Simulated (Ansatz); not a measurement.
A calculation with Ansatz (development build ahead of 0.2.0).

```yaml
crystal:
  periodic: [false, false, false]
  atoms:
    - { symbol: Si, position_ang: [0.0, 0.0, 2.1445] }
    - { symbol: Si, position_ang: [0.0, 0.0, -2.1445] }
    - { symbol: Be, position_ang: [0.0, 0.0, 6.1438] }
    - { symbol: Be, position_ang: [0.0, 0.0, -6.1438] }
basis:
  gaussian: { orbitals: pcseg-2 }
magnetization:
  spin_polarized: true
  initial_magnetization: 2
hamiltonian:
  xc: { name: wB97X }
```

The input is written out in the form of the current development build from the run's settings.

Results

| Quantity | Value |
| --- | --- |
| Converged | yes |
| Total energy | -608.05526 hartree |
| Spin squared of the determinant | 2.934 |
| Stability test | minimum |

Caution: charge can spread falsely over distant fragments; the unrestricted determinant is a mixture of spin states; other spin multiplicities may lie lower.
